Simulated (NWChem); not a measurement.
# I₂ anion, doublet

Results from NWChem. Spin-unrestricted. Medium grid unless said otherwise, to which SCAN and Minnesota functionals are sensitive. Coordinates come from a B3LYP/def2-SVPD, spin-unrestricted optimisation. No stability test was run on the SCF state. def2 effective core potentials on I; no spin-orbit coupling. Total energies of different functionals are on different scales.

| level | energy (Ha) | highest occupied level (eV) | lowest empty minus highest occupied level, either spin (eV) | <S²> |
|---|---|---|---|---|
| B3LYP/def2-SVPD | -595.7130 | -1.78 | 1.93 | 0.752 |
| PBE/def2-SVPD | -595.4931 | -0.98 | 0.66 | 0.751 |
| SCAN/def2-SVPD | -595.7275 | -1.30 | 1.15 | 0.754 |
| PW91/def2-SVPD | -595.7133 | -1.03 | 0.64 | 0.751 |
| B3PW91/def2-SVPD | -595.7951 | -1.85 | 2.02 | 0.753 |
| CAM-B3LYP/def2-SVPD | -595.5246 | -3.19 | 4.41 | 0.755 |
| N12/def2-SVPD | -597.0479 | ___ | ___ | 0.751 |

Question: Some entries are withheld; supply them.

Answer: 
- N12/def2-SVPD, highest occupied level (eV): -0.70
- N12/def2-SVPD, lowest empty minus highest occupied level, either spin (eV): 0.59
